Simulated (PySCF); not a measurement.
## Excitation energy of Fe by level of theory

Fe [Ar] 3d6 4s2 (5D) → Fe [Ar] 3d6 4s1 4p1 (high-spin determinant), as a difference of total energies. Calculation: PySCF 2.14, in ANO-RCC-VTZP; the spin-free X2C one-electron Hamiltonian (Gaussian nucleus). Correlated levels: valence and next inner shell: [Ne] frozen. The calculations carry no spin-orbit coupling.

```csv
method,excitation energy (eV)
UHF,1.327
MP2 (valence and next inner shell),2.200
SCS-MP2 (valence and next inner shell),2.379
CCSD (valence and next inner shell),2.315
CCSD(T) (valence and next inner shell),2.406
```

Task: How much does correlation contribute at CCSD(T) (valence and next inner shell)?

Result: 2.406 − (1.327) = 1.079 eV, measured against UHF.

A first-order spin-orbit estimate (lowest level to lowest level, LS coupling) adds 0.019 eV.

The basis was made for the ground configuration and has no added diffuse functions, so the excitation energy can come out too high.

The determinant of the upper state mixes LS terms, which raises its energy above the lowest term, most at the Hartree-Fock and MP2 levels.
